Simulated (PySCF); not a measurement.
A PySCF script (with the pyscf-properties extension) for the NMR shieldings of `[C@]1(F)(C(F)(F)F)[C@H](C)C=NC1`, C6H7F4N, on a GFN2-xTB geometry:

```python
import basis_set_exchange as bse
import numpy as np
from pyscf import gto, dft
from pyscf.prop import nmr

atoms = """
C     1.715653    0.713770   -0.394748
C     0.823288   -0.043727    0.586164
C     0.944394   -1.537599    0.400008
N    -0.114589   -2.167306    0.157016
C    -1.240531   -1.280638    0.129285
C    -0.705919    0.140860    0.462207
F    -1.217864    0.559149    1.678574
C    -1.208581    1.171792   -0.552861
F    -0.758577    2.408192   -0.321089
F    -2.545340    1.237679   -0.540812
F    -0.859409    0.856300   -1.808643
H     1.599993    1.788452   -0.281750
H     2.752733    0.459022   -0.188618
H     1.494356    0.437083   -1.422704
H     1.106522    0.228478    1.608717
H     1.893106   -2.043642    0.456686
H    -1.713014   -1.329038   -0.854488
H    -1.974979   -1.592510    0.875398
"""
names = dict.fromkeys(["C", "N", "F", "H"], "pcSseg-1")
basis = {el: gto.basis.parse(bse.get_basis(n, elements=[el], fmt="nwchem")) for el, n in names.items()}
mol = gto.M(atom=atoms, basis=basis, charge=0, verbose=0)
mf = dft.RKS(mol, xc="PBE0")
mf.grids.level = 2
mf.grids.alignment = dft.numint.BLKSIZE   # the property module wants whole blocks of grid points
mf.conv_tol = 1e-9
mf.kernel()

calc = nmr.RKS(mf)   # GIAO
C = mf.mo_coeff
Co = C[:, mf.mo_occ > 0]
resp = mf.gen_response(singlet=True, hermi=2)
def vind(x):   # induced exchange potential for any number of trial vectors
    d = np.einsum("pi,xij,qj->xpq", C, 2 * x.reshape(-1, C.shape[1], Co.shape[1]), Co, optimize=True)
    return np.einsum("xpq,pi,qj->xij", resp(d - d.transpose(0, 2, 1)), C, Co, optimize=True).ravel()
mo1, _ = nmr.rhf.solve_mo1(calc, with_cphf=vind)
sigma = calc.kernel(mo1)
for i, s in enumerate(sigma):   # ppm
    print("%2d %-2s %9.2f" % (i, mol.atom_pure_symbol(i), np.trace(s) / 3))
```

Q: What does it print?

A: 
```
 0 C     173.42
 1 C     128.61
 2 C      14.18
 3 N    -110.23
 4 C     111.38
 5 C      81.22
 6 F     351.71
 7 C      53.23
 8 F     266.20
 9 F     257.38
10 F     256.29
11 H      29.80
12 H      30.29
13 H      30.54
14 H      28.42
15 H      24.43
16 H      26.93
17 H      27.01
```

These numbers come from an equivalent density-fitted implementation of the same equations, which agrees with the script to about 0.01 ppm for H and up to a few tenths of a ppm for heavy atoms, so last digits may differ.

Q: Turn these shieldings into chemical shifts. Referencing at the same level of theory: 13C (σ = 186.93 ppm), 1H (σ = 31.72 ppm) vs TMS; NH3 for 15N (σ = 267.73 ppm); 19F (σ = 170.95 ppm) against CFCl3.

A: Averaging equivalent atoms: C 2: 172.7; C 7: 133.7; C 5: 105.7; C 4: 75.5; C 1: 58.3; C 0: 13.5; N 3: 378.0; F 8/9/10: -89.0; F 6: -180.8; H 15: 7.29; H 16: 4.78; H 17: 4.71; H 14: 3.30; H 11/12/13: 1.50 ppm. Unscaled 19F shifts against computed CFCl3 carry errors that often reach 10 to 50 ppm. Experimental scales use liquid or dissolved standards, which lie at an offset from isolated NH3 (liquid NH3: subtract about 20 ppm). Unscaled 15N shifts of sp2 nitrogen come out 20 to 40 ppm too high even then.

Size and cost of the density-fitted run: 222 basis functions, 41 s wall time on 1 thread of an Arm Neoverse V2, shared host.
